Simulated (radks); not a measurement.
Coulomb parameter of the 5d shell of the platinum ion Pt3+ in the model configuration [Xe] 4f14 5d6 6p1, as a second difference U = [E(n + 0.5) + E(n - 0.5) - 2 E(n)] / (0.5)^2 with all orbitals relaxed. "Bare": the charge of the atom changes with n. "Screened": the 6p shell takes up the change at fixed total charge, which measures U(5d,5d) + U(6p,6p) - 2 U(5d,6p). Method: scalar-relativistic Kohn-Sham, BLYP, spin-unpolarised, spherical densities, finite nucleus; Fermi nuclear charge, rms radius 5.427 fm; computed with a radial shooting solver on a logarithmic mesh with Libxc functionals.

start: configuration [Xe] 4f14 5d6 6p1; E - E(n) (eV) 0.000
bare +0.5: configuration [Xe] 4f14 5d6.5 6p1; E - E(n) (eV) -19.708
bare -0.5: configuration [Xe] 4f14 5d5.5 6p1; E - E(n) (eV) 23.110
screened +0.5: configuration [Xe] 4f14 5d6.5 6p0.5; E - E(n) (eV) -8.515
screened -0.5: configuration [Xe] 4f14 5d5.5 6p1.5; E - E(n) (eV) 9.130

U(bare) = 13.608 eV, U(screened by 6p) = 2.458 eV, against the Slater integral F0(5d,5d) = 16.915 eV with frozen orbitals.
